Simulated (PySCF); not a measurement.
C2H8N, charge +1, singlet, geometry from GFN2-xTB; BLYP/def2-SVP in PySCF.

The PySCF input:
```python
from pyscf import gto, scf, dft

mol = gto.M(
    atom='''
C    -0.02333821   -0.27178422    1.23058526
N     0.03459018    0.54534707    0.00080941
C    -0.01095720   -0.26891545   -1.23138777
H     0.81917921   -0.96023702    1.25829085
H     0.01259112    0.36354745    2.11314052
H    -0.94632669   -0.84824181    1.24954279
H     0.89993071    1.10048027    0.00580798
H     0.83180433   -0.95731169   -1.25222260
H     0.03383921    0.36847078   -2.11205406
H    -0.93370156   -0.84531649   -1.26097066
H    -0.75367517    1.20537707   -0.00238562
''',
    basis='def2-svp',
    charge=1,
    verbose=3,
)

mf = dft.RKS(mol)
mf.xc = 'blyp'
mf.kernel()
mf.analyze()
```

What the program printed (banner, timings and long lists left out):

```
converged SCF energy = -135.343856625936
**** MO energy ****
MO #1   energy= -14.3558269893052  occ= 2
MO #2   energy= -10.1706730374182  occ= 2
MO #3   energy= -10.1706644974507  occ= 2
MO #4   energy= -1.12588617338257  occ= 2
MO #5   energy= -0.868252714462656 occ= 2
MO #6   energy= -0.826543789360576 occ= 2
MO #7   energy= -0.750320609738864 occ= 2
MO #8   energy= -0.682890032747044 occ= 2
MO #9   energy= -0.646159755048732 occ= 2
MO #10  energy= -0.566819945269977 occ= 2
MO #11  energy= -0.565691483409582 occ= 2
MO #12  energy= -0.556165939926501 occ= 2
MO #13  energy= -0.550514675817212 occ= 2
MO #14  energy= -0.203557821730556 occ= 0
MO #15  energy= -0.152668185767724 occ= 0
MO #16  energy= -0.121647429984857 occ= 0
MO #17  energy= -0.109283332293713 occ= 0
MO #18  energy= -0.102223070319858 occ= 0
MO #19  energy= -0.0826630608732435 occ= 0
MO #20  energy= -0.0731538547597473 occ= 0
MO #21  energy= -0.0729853895800312 occ= 0
 ** Mulliken atomic charges  **
charge of    0C =     -0.19704
charge of    1N =     -0.04124
charge of    2C =     -0.19704
charge of    3H =      0.14571
charge of    4H =      0.14752
charge of    5H =      0.14571
charge of    6H =      0.27872
charge of    7H =      0.14571
charge of    8H =      0.14752
charge of    9H =      0.14571
charge of   10H =      0.27872

WARN: System has nonzero charge 1; the dipole moment is origin-dependent.
Location of origin: [0. 0. 0.]

Dipole moment(X, Y, Z, Debye):  0.10103,  1.59321,  0.00236
```
